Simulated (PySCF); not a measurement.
Molecule: `COC[C@H](C)[SiH3]`, C₄H₁₂OSi.

Bonds (- single, = double, # triple, : aromatic): C1-O2, O2-C3, C3-C4, C4-C5, C4-Si6. C1 carries H7, H8, H9; C3 carries H10, H11; C4 carries H12; C5 carries H13, H14, H15; Si6 carries H16, H17, H18. Stereochemistry as in COC[C@H](C)[SiH3]. H10 is pro-R; H11 is pro-S.

Frames of a GFN2-xTB Langevin trajectory at 300 K; GIAO PBE0/pcSseg-1 shieldings in PySCF, gas phase, non-relativistic; equivalent atoms averaged within each frame.

Referencing at the same level of theory: ¹³C (186.93 ppm), ²⁹Si (349.16 ppm), ¹H (31.72 ppm) vs TMS; ¹⁷O (336.08 ppm) vs H2O. The references are static minima.

**Question.** How do the shifts (ppm) fluctuate along the trajectory?

**Answer.** 
```tsv
time (fs)	C3	C1	C4	C5	O2	Si6	H11	H16/H17/H18	H10	H7/H8/H9
optimised geometry	80.5	60.5	22.8	19.1	31.5	-69.7	3.46	3.66	3.40	3.50
250	75.2	61.5	27.7	25.6	34.5	-80.2	3.63	3.43	3.41	3.15
425	83.9	61.6	31.0	22.6	19.0	-66.6	3.91	4.08	3.24	3.85
625	88.9	64.2	26.9	21.9	49.0	-74.9	3.46	4.13	4.72	3.80
800	94.6	63.9	26.5	18.0	22.9	-64.8	4.18	3.96	4.71	3.91
1000	87.7	53.6	25.4	21.6	15.2	-74.6	4.73	3.96	3.92	3.03
mean of frames	86.1	61.0	27.5	21.9	28.1	-72.2	3.98	3.91	4.00	3.55
standard deviation	7.2	4.3	2.1	2.7	13.7	6.4	0.50	0.28	0.70	0.42
```

5 frames give an uncertainty of the mean of about the standard deviation over 2.2 at best, since frames this close in time may not be independent; classical motion lacks zero-point vibration, and the reference would need the same averaging.
